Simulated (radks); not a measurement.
The numbers below are computed, except where a source is named.
Problem. The mean radii <r> (bohr) of the occupied orbitals of an atom or ion are listed with their occupations. Code: a radial shooting solver on a logarithmic mesh with Libxc functionals. Model: scalar-relativistic Kohn-Sham, LDA (Slater exchange, Perdew-Wang correlation), spin-unpolarised, spherical densities, point nucleus.

orbital  occ.      <r>
1s          2  0.03266
2s          2   0.1421
2p          6   0.1238
3s          2   0.3914
3p          6   0.3910
3d         10   0.3707
4s          2   0.9792
4p          6    1.081
4d          8    1.596
5s          1    3.253

Name the element and its charge.

Solution. Z = 45, rhodium, charge 0: Rh in [Kr] 4d8 5s1. The 1s radius gives Z: for a bare nucleus <r> = (2 gamma + 1)/(2Z) with gamma = sqrt(1 - (Z/c)^2), 0.0321 bohr for Z = 45, and screening makes it slightly larger (0.03266 here). The occupations add up to 45, and the charge is Z minus that.
